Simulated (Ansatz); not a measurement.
Reaction (formal exchange of groups at the Si–C bond): `C=C[SiH2]C=N` + Br₂ → `C=C[SiH2]Br` + `N=CBr`

Isolated molecules relaxed with PBE0-D4/def2-TZVP in Ansatz; ΔE leaves out vibrations. CBS: MP2 limit from def2 TZ/QZ plus the TZ coupled-cluster correction, frozen cores. Functionals use def2-TZVPP. B3LYP here is the variant with VWN-RPA as its local correlation; programs differ in this. For Br outer-core shells are correlated without core-valence functions, which leaves a few kJ/mol of doubt a bond. Scalar relativity is left out up to krypton. One conformer a species, not always the lowest.

`C=C[SiH2]C=N`:

Z-matrix (Å, degrees):
```
Si
C 1 1.852
C 1 1.891 2 111.0
H 1 1.489 2 110.0 3 -121.0
H 1 1.491 2 112.2 3 119.0
C 2 1.330 1 122.7 3 127.4
H 2 1.088 1 118.6 3 -51.9
N 3 1.270 1 119.4 2 7.4
H 3 1.102 1 118.7 2 -173.7
H 6 1.087 2 121.8 1 -0.1
H 6 1.087 2 122.1 1 -179.8
H 8 1.023 3 111.6 1 179.0
```

Br₂:

```xyz
2

Br   -1.097   -0.170    0.262
Br    1.097    0.170   -0.262
```

`C=C[SiH2]Br`:

```xyz
9

C    -1.111    0.239   -1.095
C    -0.533    0.524    0.069
Si    0.854   -0.496    0.742
Br    2.695    0.747    0.929
H    -0.784   -0.599   -1.705
H    -1.934    0.827   -1.492
H    -0.892    1.378    0.640
H     0.562   -1.008    2.102
H     1.144   -1.612   -0.190
```

`N=CBr`:

Z-matrix (Å, degrees):
```
C
N 1 1.245
Br 1 1.897 2 120.9
H 1 1.090 2 128.5 3 -180.0
H 2 1.020 1 110.9 3 180.0
```

```
             level  ΔE (kJ/mol)
           PBE0-D4       -166.9
          B3LYP-D4       -156.5
            B2PLYP       -166.5
            r2SCAN       -175.2
    MP2/def2-TZVPP       -185.1
CCSD(T)/def2-TZVPP       -167.8
    MP2/def2-QZVPP       -182.3
     MP2/CBS(def2)       -182.5
```

**Question.** What does CCSD(T)/CBS give? (Best estimate.)

**Answer.** Ansatz gave: -165.3 kJ/mol. The listed levels differ from it by -1.6, 8.8, -1.2, -9.9, -19.8, -2.5, -17.0, -17.2 kJ/mol.

Largest T1 diagnostic among the species: 0.012.

From PBE to PBE0 (25 % exact exchange), in def2-TZVPP and without D4, ΔE moves by −5.4 kJ/mol.
